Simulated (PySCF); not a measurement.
Ga(Cl)4, SMILES [Cl][Ga-]([Cl])([Cl])[Cl] (Cl4Ga (anion, charge -1)), B3LYP/def2-SVP optimised geometry.

```
5

Ga    -0.74    -1.05     0.00
Cl     1.48    -1.05     0.00
Cl    -1.49    -2.10     1.82
Cl    -1.48     1.05     0.00
Cl    -1.48    -2.10    -1.82
```

Density from PySCF with B3LYP/def2-TZVPD at that geometry.

Minimum of the electron density along straight lines between bonded atoms, close to the bond critical point (lines longer than 1.1 times the sum of covalent radii, or with two minima, are not listed):

```json
[
 {"bond": "Ga1–Cl2", "length / Å": "2.226", "ρ at the minimum / e bohr⁻³": "0.083", "∇²ρ there / e bohr⁻⁵": "0.21", "position (fraction from the first atom)": "0.44"},
 {"bond": "Ga1–Cl3", "length / Å": "2.226", "ρ at the minimum / e bohr⁻³": "0.083", "∇²ρ there / e bohr⁻⁵": "0.21", "position (fraction from the first atom)": "0.44"},
 {"bond": "Ga1–Cl4", "length / Å": "2.226", "ρ at the minimum / e bohr⁻³": "0.083", "∇²ρ there / e bohr⁻⁵": "0.21", "position (fraction from the first atom)": "0.44"},
 {"bond": "Ga1–Cl5", "length / Å": "2.226", "ρ at the minimum / e bohr⁻³": "0.083", "∇²ρ there / e bohr⁻⁵": "0.21", "position (fraction from the first atom)": "0.44"}
]
```
